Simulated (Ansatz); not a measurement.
One geometry of the cluster VO₃, several levels of theory.

```yaml
crystal:
  periodic: [false, false, false]
  atoms:
    - {symbol: V, position_ang: [-0.408363, -0.232909, 0.427982]}
    - {symbol: O, position_ang: [1.179862, -0.491861, -0.353133]}
    - {symbol: O, position_ang: [-1.803418, -0.081065, -0.287384]}
    - {symbol: O, position_ang: [1.031919, 0.805835, 0.212545]}
basis:
  gaussian: {orbitals: def2-TZVPD, initial_orbitals: start.molden}
magnetization: {spin_polarized: true, initial_magnetization: 1}
hamiltonian: {xc: r2scan, dispersion: d4}
scf: {omitted_lower_state_checks: [starts]}
output: {orbitals: {seedname: orbitals}}
```

The file start.molden holds the orbitals of an earlier run on this structure, at another level or in another basis.

```sh
$ ansatz run in.yaml --threads 4 --pin off --events-out ev --progress --plain --max-ram 3916MiB
```

Shortened log:

```
Functional definition: r2SCAN
1005 factors; their error is unknown
mean field evaluation 1: about -31827.1278 eV, gradient 6.6e0 eV
mean field evaluation 2: about -31827.2834 eV, gradient 2.2e-1 eV
mean field evaluation 4: about -31827.2740 eV, gradient 1.8e-1 eV
mean field evaluation 8: about -31827.2740 eV, gradient 1.8e-5 eV
mean field -31827.27403092 eV, -1169.6307473351 hartree, gradient 1.8e-5 eV, S^2 0.766628; 0 other end points of the search recorded, 0 dependent functions left out
reference -31827.27406158 eV, -1169.6307484620 hartree; 24, 23 occupied and 144, 145 virtual orbitals, 1005 factors
Total energy: -31827.29026111 eV, -1169.6313437838 hartree
Checks for a lower state left out: starts
```

Hardware: 4 threads of Arm Neoverse V2 on a shared host. Wall time 5.5 s.

The first input with `gaussian: {orbitals: STO-3G}`, `hamiltonian: {xc: hf}` (abridged; 0.2 s):

```
Functional definition: HF
mean field evaluation 16: about -31420.2927 eV, gradient 2.5e-2 eV
mean field -31420.29269112 eV, -1154.6744589593 hartree, gradient 2.2e-5 eV, S^2 1.033149
Total energy: -31420.29269112 eV, -1154.6744589593 hartree
Checks for a lower state left out: starts
```

The first input with `gaussian: {orbitals: def2-TZVP, initial_orbitals: start.molden}`, `correlation: {method: mp2}` and without the key `hamiltonian` (abridged; 2 s):

```
Functional definition: HF
mean field -31767.47916774 eV, -1167.4333266435 hartree, gradient 3.8e-6 eV, S^2 1.213833
8 core orbitals not correlated: weight in the atoms' cores, before any rotation towards them, 1.000 or more for the frozen orbitals, at most 0.000 for the correlated occupied ones
second order -30.48340025 eV of doubles, -0.00000000 eV of singles
Total energy: -31797.96256798 eV, -1168.5535709402 hartree
Checks for a lower state left out: starts
```

First input, but with `hamiltonian: {xc: pbe, dispersion: d4}` (abridged; 2.5 s):

```
Functional definition: PBE
mean field -31819.23427373 eV, -1169.3352917079 hartree, gradient 9.5e-6 eV, S^2 0.763447
Total energy: -31819.30875617 eV, -1169.3380288873 hartree
Checks for a lower state left out: starts
```

First input, but with `gaussian: {orbitals: def2-TZVP, initial_orbitals: start.molden}` (abridged; 4.6 s):

```
Functional definition: r2SCAN
mean field -31827.19990868 eV, -1169.6280233930 hartree, gradient 4.2e-5 eV, S^2 0.766715
Total energy: -31827.21612503 eV, -1169.6286193328 hartree
Checks for a lower state left out: starts
```

The first input with `gaussian: {orbitals: def2-TZVP, initial_orbitals: start.molden}`, `hamiltonian: {xc: lda}` (abridged; 0.95 s):

```
Functional definition: SPW92
mean field -31730.11178218 eV, -1166.0601005529 hartree, gradient 6.7e-5 eV, S^2 0.769455
Total energy: -31730.11182271 eV, -1166.0601020424 hartree
Checks for a lower state left out: starts
```

The first input with `gaussian: {orbitals: def2-TZVP, initial_orbitals: start.molden}`, `hamiltonian: {xc: pbe0, dispersion: d4}`, `output: {forces: true, orbitals: {seedname: orbitals}}` (abridged; 2.9 s):

```
Functional definition: PBE0
mean field -31817.88526879 eV, -1169.2857166908 hartree, gradient 1.7e-5 eV, S^2 0.772292
Total energy: -31817.94728969 eV, -1169.2879959170 hartree
Atom 0 force    -0.002706    -0.002916     0.000593 eV/Å
Atom 1 force     0.002613    -0.001884    -0.000475 eV/Å
Atom 2 force    -0.001864     0.001004     0.000073 eV/Å
Atom 3 force     0.001958     0.003797    -0.000192 eV/Å
Dipole moment:    -0.217601    -0.386895     0.831786 e Å
Checks for a lower state left out: starts
```

Geometry: PBE0-D4/def2-TZVP.

Correlated methods freeze 8 core orbitals; core or outer-core shells of V are correlated, in sets that lack core-valence functions. The structure holds one bond between oxygen atoms, so isomers without such links may lie far lower. At HF/STO-3G, MP2/def2-TZVP the charge 0 doublet is spin-contaminated (final ⟨S²⟩ up to 1.21, 0.75 for a pure state). The structure comes from a short search, and lower isomers may exist.
